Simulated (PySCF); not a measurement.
C4H6O4Si.
Numbering: `[CH3:1][Si:2]1([CH3:3])[O:4][C:5](=[O:6])[C:7](=[O:8])[O:9]1`

Cartesian coordinates in Å at the GFN2-xTB level; atoms count from 1:
```
atom  x, y, z in Å
C1    -1.3317   -1.3476   -0.8534
Si2   -0.3327    0.0220   -0.0199
C3    -1.2278    1.5292    0.6838
O4     0.7010   -0.6292    1.1238
C5     1.9908   -0.5059    0.8115
O6     2.8897   -0.8975    1.4873
C7     2.1279    0.2153   -0.5451
O8     3.1509    0.4727   -1.0979
O9     0.9181    0.5136   -1.0171
H10   -2.0488   -1.7747   -0.1600
H11   -1.8871   -0.9549   -1.6989
H12   -0.6973   -2.1539   -1.2162
H13   -0.5386    2.2414    1.1334
H14   -1.9424    1.2320    1.4443
H15   -1.7764    2.0455   -0.0974
```

NICS = −σ at a ghost point: NICS(0) at the centroid of the ring atoms, NICS(1) 1 Å to either side along the normal of their mean plane, zz for the tensor component along that normal. Level: GIAO PBE0/pcSseg-1 (PySCF, non-relativistic, gas phase) on the GFN2-xTB geometry, one conformer.

Ring bond lengths (Å), with Mayer bond orders in brackets: Si2–O4 1.674 (0.87), O4–C5 1.333 (1.03), C5–C7 1.543 (0.93), C7–O9 1.332 (1.03), O9–Si2 1.674 (0.87).

What do the NICS probes read (ppm)?

```json
{"ring": "Si2–O4–C5–C7–O9", "type": "5-membered ring with 2 O and Si; formal bonds all single", "NICS(0)": "-1.7", "NICS(1), two faces": "-2.1 / -2.1", "NICS(1)zz, two faces": "-1.9 / -1.9", "rms pucker (Å)": "0.00", "centre to ring atoms, mean (Å)": "1.28"}
```

What can be read from them?

- Si2–O4–C5–C7–O9: mean NICS(1)zz -1.9 ppm, near zero. Si2 has four or more neighbours; no verdict on aromaticity is drawn.

Give the inner angles of the rings and the Hirshfeld charges of the ring atoms.

- Si2–O4–C5–C7–O9: Si2 93.4° (+0.541 e), O4 113.7° (-0.203 e), C5 109.6° (+0.195 e), C7 109.6° (+0.194 e), O9 113.7° (-0.203 e); sum 540.0° against 540° for a flat convex ring.
